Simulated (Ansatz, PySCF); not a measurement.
Re(O)3(Me) (CH3O3Re), SMILES [CH3][Re](=[O])(=[O])=[O], multiplicity 1.

Coordinates come from a r2SCAN-D4/def2-SVP optimisation. The multiplicity is an assumed one; no other spin state was optimised. The isomer is the one that the SMILES or the coordinates give; other isomers of the formula were not compared. The def2 effective core potentials stand for the cores of Re; spin–orbit coupling is left out.

Vertical ionisation energy (IE) and electron affinity (EA) in eV. Rows of orbital energies are one-electron estimates. Where ΔSCF, EOM or ADC give a negative EA the extra electron is unbound and the value depends on the basis.

```csv
level,IE,EA
"−ε(HOMO), −ε(LUMO), HF/def2-TZVP (PySCF)",13.37,-0.56
"−ε(HOMO), −ε(LUMO), PBE/def2-TZVP (PySCF)",8.01,3.75
"ΔSCF, PBE0/def2-SVPD (Ansatz), final states of multiplicity 2 and 2",11.79,1.12
"ΔSCF, PBE/def2-SVPD (Ansatz), final states of multiplicity 2 and 2",[?],[?]
```

Q: What belongs in the gaps? (The exact figures need the calculation; the answer reports its results.)

A: 
- ΔSCF, PBE/def2-SVPD (Ansatz, an electronic-structure program), final states of multiplicity 2 and 2, IE: 11.46
- ΔSCF, PBE/def2-SVPD (Ansatz), final states of multiplicity 2 and 2, EA: 0.70

Q: What vertical singlet–triplet gap does ΔSCF give with PBE0/def2-SVPD (Ansatz) and with PBE/def2-SVPD (Ansatz)? (An estimate is asked for; the answer gives what the named calculation found.)

A: 3.96 and 4.17 eV (triplet above singlet where positive).
